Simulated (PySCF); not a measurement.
(1S)-1-bromo-1-chloroethane (C2H4BrCl), SMILES C[C@@H](Cl)Br. Geometry optimised at PBE0-D3(BJ)/def2-SVP.

Computed equilibrium geometry at PBE0-D3(BJ)/def2-SVP (PySCF confirms it by a frequency run) as bond lengths and angles:
Atoms: C1 C2 Cl3 Br4 H5 H6 H7 H8. Bonds (Å): C1–C2 1.506, C1–H5 1.099, C1–H6 1.100, C1–H7 1.099, C2–Cl3 1.777, C2–Br4 1.950, C2–H8 1.096. Angles (°): C2–C1–H5 110.5, C2–C1–H6 109.4, C2–C1–H7 110.1, H5–C1–H6 108.8, H5–C1–H7 109.0, H6–C1–H7 109.1, C1–C2–Cl3 111.1, C1–C2–Br4 110.8, C1–C2–H8 112.7, Cl3–C2–Br4 110.7, Cl3–C2–H8 106.6, Br4–C2–H8 104.8.
